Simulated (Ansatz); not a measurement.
Relaxation of BClFH3O (7 atoms, charge 0, multiplicity 1), to a largest force component of 0.03 eV/Å in at most 50 steps.

Theory: RKS PBE0/cc-pVDZ in Ansatz.

```xyz
7
Properties=species:S:1:pos:R:3:forces:R:3
B -0.076 -0.244 0.112 0.05 -0.33 0.80
O -0.055 -0.422 1.482 -0.02 0.16 -0.85
H -0.954 -0.517 1.820 -0.01 0.00 0.04
F 1.111 -0.161 -0.481 0.01 0.02 -0.02
H -1.085 -0.221 -0.541 -0.03 0.01 -0.03
Cl 0.006 2.722 0.886 0.34 -0.64 0.70
H 0.406 1.728 1.682 -0.34 0.78 -0.65
```

Task: Where does it end, and by what steps?

Result: It converged. The force dipped under the threshold on the way, but the program's further checks kept it going. After 21 steps the energy has fallen by 0.190 eV; H5 moved furthest, 1.49 Å.

```csv
step,energy less start (eV),largest force component (eV/Å),accepted
0,0.0000,0.847,yes
1,-0.0280,0.772,yes
2,-0.0320,1.271,yes
3,-0.0655,0.803,yes
4,-0.0943,0.842,yes
5,-0.1221,0.251,yes
6,-0.1290,0.473,yes
7,-0.1439,0.591,yes
8,-0.1605,0.141,yes
9,-0.1732,0.053,yes
10,-0.1702,0.421,no
11,-0.1781,0.037,yes
12,-0.1804,0.137,yes
13,-0.1715,0.457,no
14,-0.1847,0.058,yes
15,-0.1870,0.018,yes
16,-0.1880,0.112,yes
17,-0.1887,0.136,yes
18,-0.1894,0.014,yes
19,-0.1896,0.026,yes
20,-0.1894,0.062,no
21,-0.1897,0.009,yes
```

```xyz
7
Properties=species:S:1:pos:R:3
B -0.098 -0.576 -0.046
O -0.431 0.258 0.972
H -1.164 -0.075 1.503
F 0.904 -0.189 -0.829
H -0.666 -1.619 -0.251
Cl 0.566 3.119 2.066
H 0.244 1.967 1.545
```

Whether the end is a true minimum wasn't checked by a vibrational analysis.

The run took 71 s on 1 thread of Arm Neoverse V1 (shared host), peak memory 0.16 GiB.
